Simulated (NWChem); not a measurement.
Molecule: C$_{2}$H$_{5}$BO$_{3}$; SMILES CB(O)OC=O

```xyz
11

C     -0.4036    -2.2974     0.0005
B      0.1128    -0.8190     0.0008
O      1.4175    -0.4759     0.0006
O     -0.9092     0.2043     0.0006
C     -0.6287     1.5134    -0.0003
O      0.4860     2.0110    -0.0007
H     -1.0535    -2.4843     0.8813
H     -1.0365    -2.4885    -0.8918
H      0.4272    -3.0275     0.0095
H      1.4910     0.5144     0.0001
H     -1.5665     2.1238    -0.0006
```
Atoms are numbered in this order, from 1.

Level: PBE-D3(BJ)/def2-SVP (NWChem), optimised geometry, unscaled harmonic frequencies. 

```
frequency (cm⁻¹)  IR intensity (km/mol)
----------------  ---------------------
70                                  0.2
110                                 0.7
235                                 6.2
245                                 4.5
312                                 5.2
443                                18.0
470                                 0.1
704                                 0.5
776                                23.3
838                                11.3
853                               134.7
871                                 1.0
1008                                0.0
1009                               93.6
1213                              201.4
1242                              202.4
1299                              424.3
1363                               30.8
1370                               60.6
1385                                4.8
1440                              128.0
1741                              278.9
2967                               68.3
2980                                0.3
3055                                3.6
3099                                5.7
3398                              335.6
```

```
Quantity                                                                           Result
-----------------------------------------------------------------------  ----------------
zero-point energy                                                           49.3 kcal/mol
thermal correction to the enthalpy at 298.15 K (with zero-point energy)     54.1 kcal/mol
heat capacity Cv                                                         22.7 cal/(mol K)
entropy at 298.15 K and 1 atm (symmetry number 1)                        81.1 cal/(mol K)
dipole moment                                                                      1.66 D
```

Rigid rotor and harmonic oscillator; modes under 100 cm⁻¹ make the entropy uncertain.
